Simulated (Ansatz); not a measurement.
Species: BClI₂, SMILES `IB(Cl)I` (charge 0, multiplicity 1), formula BClI2.

Problem. How many basis functions does frozen-core CCSD(T)/def2-TZVPP // CAM-B3LYP-D3(BJ)/def2-TZVP run with Ansatz (a first-principles code) use, how many core orbitals are frozen, and how many electrons are correlated?

Solution. 173 basis functions and 14 frozen orbitals, which leaves 44 correlated electrons (filled d shells below the valence shell are correlated). Core time is of the order of minutes.
